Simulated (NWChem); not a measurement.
System: AlN₂H₅; SMILES [NH2][AlH][NH2]

The following NWChem deck was run.

```
start job
memory heap 200 mb stack 900 mb global 1100 mb
geometry units angstroms noautoz
  Al     0.000000     0.000000    -0.490339
  H      0.000000     0.000000    -2.074720
  N     -1.543802    -0.000129     0.386600
  H     -2.447997     0.002874    -0.071181
  H     -1.671203    -0.003611     1.391829
  N      1.543802     0.000129     0.386600
  H      1.671203     0.003611     1.391829
  H      2.447997    -0.002874    -0.071181
end
basis spherical
  * library 6-31g*
end
dft
  xc xcamb88 1.00 lyp 0.81 vwn_5 0.19 hfexch 1.00
  cam 0.33 cam_alpha 0.19 cam_beta 0.46
  iterations 150
  mulliken
end
task dft energy
```

Structure relaxed at the PBE0/def2-SVP level.

Give the results of this calculation. (CAM-B3LYP/6-31G* (spherical d).) Quantities: energy (Ha); highest occupied level (eV); orbital gap (eV); dipole (D).


```json
{
  "energy (Ha)": "-354.93",
  "highest occupied level (eV)": "-7.91",
  "orbital gap (eV)": "9.63",
  "dipole (D)": "1.37"
}
```
